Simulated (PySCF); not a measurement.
## C₆ coefficients of unlike pairs at UHF

Calculated with PySCF 2.14 from the dipole response of each species, C₆(A,B) = (3/π) ∫ α_A(iu) α_B(iu) du, in atomic units, from isotropic polarisabilities. For ions this is the dispersion term alone; charge-induced terms of lower order in 1/R come first.

| species | configuration | basis | relativity | α (bohr³) | C₆ (like pair) |
| --- | --- | --- | --- | --- | --- |
| B | [He] 2s2 2p1 (2P) | aug-cc-pVQZ with one added diffuse shell each of s, p, d, f, g type (7s6p5d4f3g) | none | 22.21 | 106.1 |
| La⁺ | [Xe] 5d2 (3F) | def2-TZVPPD with the def2 core potential (46 electrons) (6s5p3d2f1g) | core potential | 45.30 | 383.9 |
| In | [Kr] 4d10 5s2 5p1 (2P) | aug-cc-pwCVTZ-PP with ECP28MDF (8s7p6d4f1g) | core potential | 74.67 | 808.6 |
| Mn | [Ar] 3d5 4s2 (6S) | aug-cc-pwCVTZ (10s9p7d4f3g) | none | 106.2 | 1056 |

(1) Estimate C₆ for In with B.

No spin-orbit coupling is included.

The other pairs:

```tsv
pair	C₆
Mn, La⁺	598.5
In, La⁺	546.8
La⁺, B	200.1
Mn, B	316.6
Mn, In	909.5
```

Answers

(1) The integral gives 288.9. The combination rule 2 C_A C_B / (C_A α_B/α_A + C_B α_A/α_B) gives 287.3 and the geometric mean 293.0.
